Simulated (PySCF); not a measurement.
## Two-component Hartree-Fock for Pt⁵⁵⁺ (platinum, charge +55)

Start: [Ar] 3d5; 3d3/2 filled at m_j = -3/2, -1/2, +1/2, +3/2; 3d5/2 filled at m_j = +5/2. Calculated with PySCF 2.14 in an uncontracted even-tempered set (15 s from 16 bohr⁻², ratio 2.8; 12 p from 21 bohr⁻², ratio 2.8; 8 d from 21 bohr⁻², ratio 2.8; 3 f from 69 bohr⁻², ratio 3): generalised Hartree-Fock with the X2C-1e Hamiltonian and a Gaussian nucleus; one run each with spin-orbit coupling (SO) switched off, then screened by Boettger's factors.

```
spinor shell  electrons  ε, spin-free (eV)  ε, screened SO (eV)  weight of nominal j (screened SO)  rms radius, screened SO (bohr)
       1s1/2          2           -82469.5             -82434.9                              1.000                          0.0194
       2s1/2          2           -17537.8             -17524.1                              1.000                          0.0777
       2p1/2          2           -15693.4             -16955.9                              1.000                          0.0659
       3s1/2          2            -6526.6              -6522.3                              1.000                           0.193
       3p1/2          2            -5970.8              -6296.5                              1.000                           0.183
       3p3/2          4            -5970.8              -5836.5                              1.000                           0.198
       3d3/2          4            -5478.3              -5514.6                              0.996                           0.170
       3d5/2          1            -5478.3              -5416.6                              1.000                           0.173
```

(1) Where does 2p3/2 lie, and what is the 2p spin-orbit splitting (screened SO)?

| quantity | spin-free | screened SO |
| --- | --- | --- |
| E (hartree) | -15613.77755 | -15645.03934 |
| M_J | 5/2 | 5/2 |
| ⟨J²⟩ | 8.750 | 8.753 |
| ⟨L²⟩ | 0.000 | 6.608 |
| ⟨S²⟩ | 8.750 | 2.736 |

Each row is a mean over spinors that exchange with the open shell spreads, by up to 32.570 eV (3p3/2).

Breit and QED terms are absent; they matter most for the inner s and p1/2 levels.

Densities and radii are taken from the X2C orbitals without a picture-change correction, which distorts them close to the nucleus.

Without spin-orbit coupling the j labels of p, d and f shells carry no meaning; the spin-free column gives the mean over the occupied spinors of each nl shell.

Answers

(1) At -15184.6 eV, 1771.3 eV above 2p1/2.
